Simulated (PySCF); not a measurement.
## Computed spin Hamiltonian

Species: C3H6NSi (doublet state).
Z-matrix (Å and degrees, GFN2-xTB geometry), rows numbered from 1:
```
C 
N   1  1.2554
C   2  1.4407  1  116.94
Si  3  1.9256  2  106.58  1     3.37
C   1  1.5021  2  123.58  3    -0.42
H   1  1.0840  2  117.54  3   179.66
H   3  1.0921  2  107.35  1  -121.35
H   3  1.0928  2  107.70  1   124.48
H   4  1.4670  3  114.38  2   111.24
H   5  1.0915  1  109.31  2  -123.52
H   5  1.0908  1  109.24  2   120.13
```

Identity: `C1=NC[SiH]C1` [radical].

The calculation used UKS B3LYP, pcH-1 on C H N Si, non-relativistic, mean-field spin-orbit, GIAO in PySCF 2.14.0. Isolated species at its GFN2-xTB geometry, gas phase. A GFN2-xTB geometry isn't a minimum of the functional, and hyperfine couplings can be far from their values at a DFT geometry, by a factor of two or more for some ions and for spin on atoms past the first row. The SCF solution wasn't tested for stability.

* g1, g2, g3: 2.00208, 2.00437, 2.00503
* g_iso: 2.00382
* Form of g: rhombic: the two nearest values differ by 22 % of g3 − g1
* ⟨S²⟩: 0.7514 (exact 0.7500)
* α and β electrons: 23, 22
* HOMO–LUMO gap, α and β orbitals: 5.65, 3.84 eV
* Total energy: -462.12712 Eh
* Basis functions: 195

Hyperfine couplings atom by atom, in MHz; T1 to T3 are the principal values of the dipolar part:

```tsv
atom	isotope	a_iso	of which spin–orbit	T1	T2	T3	Mulliken spin population
C1	13C	20.2	0.0	-1.4	-0.6	2.0	0.00
N2	14N	-1.3	0.0	-1.7	-1.5	3.2	0.02
C3	13C	22.0	0.0	-5.5	-4.1	9.6	0.01
Si4	29Si	-483.3	0.9	-170.2	83.5	86.8	0.93
C5	13C	28.1	0.0	-4.0	-2.4	6.4	-0.01
H6	1H	-0.1	0.0	-1.6	-0.6	2.2	0.00
H7	1H	10.2	0.0	-4.3	-3.0	7.3	0.00
H8	1H	29.4	0.0	-3.7	-0.7	4.3	0.01
H9	1H	82.3	0.0	-9.1	1.3	7.8	0.03
H10	1H	22.8	0.0	-3.0	-1.2	4.2	0.01
H11	1H	19.8	0.0	-4.2	-3.1	7.3	0.00
```

The largest Mulliken spin population is on Si4 (+0.93). The angles at Si4 add up to 317.8°, so it is pyramidal.

Under fast tumbling the dipolar parts average out, and these isotropic splittings remain: 1 × 1H (H9, I = 1/2, 2 lines) with 2.93 mT, 2 × 1H (H10/H11, I = 1/2, 3 lines) with 0.76 mT, 2 × 1H (H7/H8, I = 1/2, 3 lines) with 0.71 mT and 1 × 14N (N2, I = 1, 3 lines) with 0.05 mT.

Means are taken over nuclei equivalent by connectivity, which assumes that they swap fast. The 1H value of +19.8 MHz is a mean of couplings from 10.2 to 29.4 MHz in this one geometry, not an average over conformers.

The 13C coupling of C5 (28.1 MHz) shows only in satellite lines or after enrichment, since that isotope makes up about 1.07 % of natural carbon.

The 29Si coupling of Si4 (-483.3 MHz) shows only in satellite lines or after enrichment, since that isotope makes up about 4.7 % of natural silicon.

Examples of negative spin density at the nucleus (bohr⁻³): N2 (-0.0041).
